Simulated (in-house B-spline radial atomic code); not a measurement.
**Ionising neutral iodine with different functionals**

Computed with a B-spline radial code for spherical atoms: non-relativistic Hamiltonian, point nucleus, spin-polarised at highest spin, spherical fractional occupations for the functionals, and exact exchange of hybrids averaged over the configuration. The ionisation energy is the difference of two self-consistent energies, [Kr] 4d10 5s2 5p5 → [Kr] 4d10 5s2 5p4, without Breit or QED terms; ε is the level of the shell that loses the electron (its least bound occupied spin orbital). There is no spin-orbit coupling in this Hamiltonian.

| method | rung | ΔSCF (eV) | -ε(5p) (eV) |
| --- | --- | --- | --- |
| PBE0 | global hybrid | 10.62 | 7.94 |
| B3LYP | global hybrid | 10.68 | 7.73 |
| TPSSh | global hybrid | 10.64 | 7.32 |
| M06-2X | global hybrid | ? | ? |
| BHandHLYP | global hybrid | 10.53 | 8.91 |
| r2SCAN0 | global hybrid | 10.68 | 8.05 |
| B97-1 | global hybrid | 10.53 | 7.67 |
| HSE06 | range-separated hybrid | ? | ? |
| wB97X | range-separated hybrid | 10.57 | 10.21 |
| CAM-B3LYP | range-separated hybrid | 10.69 | 9.28 |
| LC-wPBE | range-separated hybrid | 10.68 | 10.65 |

What does M06-2X give?

ΔSCF 10.54 eV, and -ε(5p) = 9.19 eV.

What does HSE06 give?

ΔSCF 10.62 eV, and -ε(5p) = 7.53 eV.

Among the functionals, which spreads more, the ΔSCF values or the orbital energies?

The orbital energies: ΔSCF values span about 0.16 eV and the orbital energies 3.33 eV; here energy differences depend much less on the functional than eigenvalues do.

How do they compare with the NIST value?

NIST lists 10.451 eV (measured, ground level to ground level). Errors run from +0.07 to +0.23 eV; BHandHLYP is closest (+0.07 eV), but part of that can be cancellation, since the calculations leave out relativity, Breit-QED terms, multiplet and fine-structure energies.
